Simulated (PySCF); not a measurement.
A species of formula C7H14O has this rotational fingerprint, computed with PBE0/pcSseg-1 in PySCF (dipole) on a GFN2-xTB geometry, gas phase:

| Property | Result |
| --- | --- |
| Rotational constants | A = 2994, B = 1802, C = 1256 MHz |
| Dipole components | \|μa\| = 0.81 D, \|μb\| = 0.22 D, \|μc\| = 0.97 D |
| Inertial defect | -46.97 u·Å² |
| κ | -0.37 |

Task: Which structure is it? (One computed conformer of each.)
A. `[CH3:1][CH2:2][CH2:3][C@@H:4]1[CH2:5][C@H:6]1[O:7][CH3:8]` with C1–C2–C3–C4 -179°, C2–C3–C4–C5 152°, C5–C6–O7–C8 -82°
B. `[CH3:1][C@H:2]([CH2:3][OH:4])[CH:5]1[CH2:6][CH2:7][CH2:8]1` with C1–C2–C3–O4 -63°, C2–C3–O4–H 60°, C1–C2–C5–C6 -168°, C2–C5–C6–C7 133°, C5–C6–C7–C8 -12°, C6–C7–C8–C5 12°, C2–C5–C8–C7 -133°
C. `[CH3:1][C@@H:2]1[CH2:3][CH2:4][CH2:5][O:6][CH2:7][CH2:8]1` with C1–C2–C3–C4 165°, C2–C3–C4–C5 54°, C3–C4–C5–O6 -72°, C4–C5–O6–C7 95°
D. `[CH2:1]=[CH:2][CH2:3][C@H:4]([CH2:5][CH3:6])[O:7][CH3:8]` with C1–C2–C3–C4 -127°, C2–C3–C4–C5 60°, C3–C4–C5–C6 172°, C3–C4–O7–C8 -78°
E. `[CH3:1][CH2:2][O:3]/[CH:4]=[C:5](/[CH3:6])[CH2:7][CH3:8]` with C1–C2–O3–C4 -173°, C2–O3–C4–C5 -179°, C4–C5–C7–C8 98°

Result: C. It is C[C@@H]1CCCOCC1, an asymmetric top, point group C1. The candidates at the same level (rigid rotor, commonest isotopes):

```json
{"SMILES": "C[C@@H]1CCCOCC1", "A (MHz)": "2994", "B (MHz)": "1802", "C (MHz)": "1256", "μa (D)": "0.81", "μb (D)": "0.22", "μc (D)": "0.97", "Δ (u·Å²)": "-46.97", "point group": "C1", "rotor": "asymmetric top"}
{"SMILES": "CCC[C@@H]1C[C@H]1OC", "A (MHz)": "4692", "B (MHz)": "876.1", "C (MHz)": "788.3", "μa (D)": "0.28", "μb (D)": "0.49", "μc (D)": "0.95", "Δ (u·Å²)": "-43.50", "point group": "C1", "rotor": "near-prolate asymmetric top"}
{"SMILES": "C[C@H](CO)C1CCC1", "A (MHz)": "3420", "B (MHz)": "1340", "C (MHz)": "1099", "μa (D)": "0.04", "μb (D)": "1.50", "μc (D)": "0.56", "Δ (u·Å²)": "-65.09", "point group": "C1", "rotor": "asymmetric top"}
{"SMILES": "C=CC[C@H](CC)OC", "A (MHz)": "2368", "B (MHz)": "1456", "C (MHz)": "1024", "μa (D)": "0.27", "μb (D)": "0.59", "μc (D)": "1.14", "Δ (u·Å²)": "-66.86", "point group": "C1", "rotor": "asymmetric top"}
{"SMILES": "CCO/C=C(/C)CC", "A (MHz)": "3483", "B (MHz)": "995.5", "C (MHz)": "827.0", "μa (D)": "0.90", "μb (D)": "0.86", "μc (D)": "0.43", "Δ (u·Å²)": "-41.71", "point group": "C1", "rotor": "asymmetric top"}
```

`CCC[C@@H]1C[C@H]1OC` has A 57 % too high; `CCO/C=C(/C)CC` has B 45 % too low; `C=CC[C@H](CC)OC` has A 21 % too low; `C[C@H](CO)C1CCC1` has B 26 % too low. No structure here is proved a minimum.
